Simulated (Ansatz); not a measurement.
The cluster Si₄Ge: single points at one geometry.

```yaml
crystal:
  periodic: [false, false, false]
  atoms:
    - {symbol: Si, position_ang: [1.129843, -0.421869, -1.083002]}
    - {symbol: Si, position_ang: [0.020087, 1.482191, 0.655813]}
    - {symbol: Si, position_ang: [-1.189814, -1.035227, 0.374230]}
    - {symbol: Si, position_ang: [-0.971315, 0.611032, -1.288897]}
    - {symbol: Ge, position_ang: [1.011189, -0.636117, 1.341856]}
basis:
  gaussian: {orbitals: def2-TZVPD, initial_orbitals: start.molden}
magnetization: {spin_polarized: true, initial_magnetization: 2}
hamiltonian: {xc: pbe, dispersion: d4}
scf: {omitted_lower_state_checks: [starts]}
output: {orbitals: {seedname: orbitals}}
```

The file start.molden holds the orbitals of an earlier run on this structure, at another level or in another basis.

```sh
$ ansatz run in.yaml --threads 4 --pin off --events-out ev --progress --plain --max-ram 4787MiB
```

Shortened log:

```
Functional definition: PBE
1473 factors; their error is unknown
mean field evaluation 1: about -88003.3668 eV, gradient 1.0e1 eV
mean field evaluation 2: about -88003.5042 eV, gradient 2.0e-1 eV
mean field evaluation 4: about -88003.4912 eV, gradient 3.0e-3 eV
mean field evaluation 8: about -88003.4912 eV, gradient 7.2e-5 eV
mean field evaluation 16: about -88003.4912 eV, gradient 9.8e-6 eV
mean field -88003.49124803 eV, -3234.0686524562 hartree, gradient 9.8e-6 eV, S^2 2.011773; 0 other end points of the search recorded, 0 dependent functions left out
reference -88003.49128947 eV, -3234.0686539793 hartree; 45, 43 occupied and 181, 183 virtual orbitals, 1473 factors
Total energy: -88003.91248311 eV, -3234.0841325600 hartree
Checks for a lower state left out: starts
```

Run time 18 s (4 threads of Arm Neoverse V2 on a shared host), peak host memory 0.81 GiB.

The first input with `gaussian: {orbitals: def2-TZVPD}`, `hamiltonian: {xc: pbe0, dispersion: d4}` (abridged; 88 s):

```
Functional definition: PBE0
mean field evaluation 16: about -88007.1998 eV, gradient 1.9e-3 eV
mean field evaluation 32: about -88007.1994 eV, gradient 1.6e-1 eV
mean field -88007.19978802 eV, -3234.2049387873 hartree, gradient 5.8e-6 eV, S^2 2.027406
Total energy: -88007.55575976 eV, -3234.2180205072 hartree
Checks for a lower state left out: starts
```

As the first input, with `hamiltonian: {xc: r2scan, dispersion: d4}` (abridged; 48 s):

```
Functional definition: r2SCAN
mean field evaluation 16: about -88024.3884 eV, gradient 1.6e-5 eV
mean field -88024.38839995 eV, -3234.8366086247 hartree, gradient 8.6e-6 eV, S^2 2.032354
Total energy: -88024.46423411 eV, -3234.8393954788 hartree
Checks for a lower state left out: starts
```

Geometry: B3LYP-D4/def2-SVPD, that of the charge -1 doublet.

The order of the spin states hangs on the level: the singlet lies 0.13 eV below the triplet at PBE-D4/def2-TZVPD, but 0.04 eV above it at PBE0-D4/def2-TZVPD. The structure comes from a short search, and lower isomers may exist.
